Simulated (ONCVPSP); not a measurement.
Building the ONCV potential for Mn (Z = 25) (PBEsol, scalar-relativistic).

manganese (Mn), optimised norm-conserving Vanderbilt (ONCV), made with ONCVPSP 4.0.1 (PBEsol, scalar-relativistic). Core [Ne], reference 3s2 3p6 3d6 4s1. Waves: 3s+4s: rc 1.35 bohr, ncon 3, nbas 6, qcut 11.3 1/bohr, 3 projectors, debl 3 Ha; 3p: rc 1.35 bohr, ncon 3, nbas 7, qcut 9.5 1/bohr, 2 projectors, debl 2.7 Ha; 3d: rc 2.10 bohr, ncon 4, nbas 8, qcut 7.3 1/bohr, 2 projectors, debl 0.9 Ha; f scattering state at 0.04 Ha: rc 1.65 bohr, ncon 4, nbas 7, qcut 6.7 1/bohr, 2 projectors, debl 0.4 Ha. Local part: polynomial inside 1.05 bohr (lpopt 3, dvloc0 6 Ha). Core correction: Teter function fitted to the true core (icmod 2), fcfact 0.55.

Task: Estimate the cutoffs (Ha) at which the residual kinetic energy of the hardest occupied pseudo-wave falls to 1 and 0.1 mHa per electron.

Result: 34 Ha and 41 Ha.

Task: Does the potential have ghost states?

Result: No bound ghost flagged; no localised positive-energy state flagged.

Task: Which valence shell sets the plane-wave cutoff?

Result: 3s: 34 Ha for 1 mHa per electron, against 29 Ha for 3p.

Task: Tests: 3s2 3p6 3d5 4s2; 3s2 3p6 3d5 4s1; 3s2 3p6 3d5 4s0; 3s2 3p6 3d4 4s2. Which has the largest error in its energy relative to the reference configuration, and how large is it?

Result: 3s2 3p6 3d4 4s2, with +558 meV (all-electron minus pseudo) on +13.58 eV.
